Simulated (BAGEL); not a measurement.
# Worked example: vertical ionisation energy of C2H4I2 (1,2-diiodoethane)

C2H4I2: 8 atoms, total charge 0, spin state singlet. As SMILES, `ICCI`. The shape is that of a PBE0-D4/def2-TZVP optimisation. This is one conformer, not always the lowest.

Both states at this one shape; open shells run unrestricted unless said. 1 Eh = 27.2114 eV.

```
                                               level  program  singlet C2H4I2 (Eh)  doublet [C2H4I2]+ (Eh)  HOMO of the first (eV)
  HF/ANO-RCC-MB (DKH2, density fitting with AutoAux)    BAGEL        -14299.679743           -14299.294409                  -10.39
 HF/ANO-RCC-VDZ (DKH2, density fitting with AutoAux)    BAGEL        -14299.773761           -14299.407442                  -10.15
HF/ANO-RCC-VDZP (DKH2, density fitting with AutoAux)    BAGEL        -14299.842760           -14299.490164                  -10.04
```

Task: Work out the vertical ionisation energy at each level.

Result: 
1. HF/ANO-RCC-MB (DKH2, density fitting with AutoAux): -14299.294409 − (-14299.679743) = 0.385334 Eh = 10.49 eV; −ε(HOMO) = 10.39 eV.
2. HF/ANO-RCC-VDZ (DKH2, density fitting with AutoAux): -14299.407442 − (-14299.773761) = 0.366319 Eh = 9.97 eV; −ε(HOMO) = 10.15 eV.
3. HF/ANO-RCC-VDZP (DKH2, density fitting with AutoAux): -14299.490164 − (-14299.842760) = 0.352596 Eh = 9.59 eV; −ε(HOMO) = 10.04 eV.

No measured value is set beside it here; the levels span 9.59 to 10.49 eV. Spin-orbit coupling is left out. Minimal sets are far from the basis-set limit.
